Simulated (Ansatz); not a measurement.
`OB(Cl)Cl`. The species carries charge 0 and has multiplicity 1.

List the harmonic frequencies (cm⁻¹, unscaled) at PBE0-D4/def2-TZVP in Ansatz. (Best estimate.)

Computed: 265, 355, 507, 566, 584, 867, 1129, 1383, 3870.

Is this a minimum?

Yes, all 9 modes are real.

Give the ideal-gas thermochemistry at 298.15 K and 1 bar (rigid rotor, harmonic oscillator; point group Cs, symmetry number 1).

Zero-point energy 57.0 kJ/mol; H(298) − E = 70.8 kJ/mol; entropy 295.7 J/(mol·K), of which translation 166.1, rotation 110.1, vibration 19.4; G(298) − E = -17.4 kJ/mol.
